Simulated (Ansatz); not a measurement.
```yaml
crystal:
  periodic: [false, false, false]
  atoms:
    - {symbol: C, position_ang: [-0.819226, 1.616251, -0.036806]}
    - {symbol: C, position_ang: [-0.162948, 0.271976, -0.080261]}
    - {symbol: Ge, position_ang: [0.824397, -0.494388, 1.698305]}
    - {symbol: In, position_ang: [-0.262212, -0.943294, -2.155301]}
    - {symbol: H, position_ang: [-0.827350, 2.315741, 0.966478]}
    - {symbol: H, position_ang: [-1.389561, 2.101987, -1.001268]}
    - {symbol: H, position_ang: [2.491650, -0.797103, 1.371460]}
    - {symbol: H, position_ang: [0.109289, -1.989183, 2.180371]}
    - {symbol: H, position_ang: [0.693429, 0.644493, 2.990810]}
    - {symbol: H, position_ang: [-1.199208, -0.039509, -3.587278]}
    - {symbol: H, position_ang: [0.541739, -2.686982, -2.346499]}
basis:
  gaussian: {orbitals: def2-mTZVPP, fitting: {mean_field: cc-pVTZ-jkfit}}
hamiltonian: {xc: {name: B3LYP-D3}}
accuracy: high
```

```sh
$ ansatz run in.yaml --threads 4 --pin off --events-out ev --progress --plain --max-ram 10444MiB
```

Shortened log:

```
Error: YAML parse error: error: line 17 column 19: hamiltonian.xc: no functional is named "B3LYP-D3"; the names, which are not case-sensitive, are SVWN5, SPW92, PBE, PBE0, PBEsol, revPBE, revPBE0, RPBE, rPW86-PBE, HSE06, wPBEh, LC-wPBE, HISS, HF, BLYP, B3LYP, B3LYP5, BHLYP, CAM-B3LYP, r2SCAN, r2SCANh, r2SCAN0, r2SCAN50, m-r2SCAN, B97, wB97, wB97X, wB97X-V, B97M-V, wB97M-V, B2PLYP, B2GP-PLYP, PBE0-DH, PBE-QIDH
15 | basis:
16 |   gaussian: {orbitals: def2-mTZVPP, fitting: {mean_field: cc-pVTZ-jkfit}}
17 | hamiltonian: {xc: {name: B3LYP-D3}}
18 | accuracy: high
```

In this input the method's name isn't one that the program takes here. The input was rejected before any iteration.
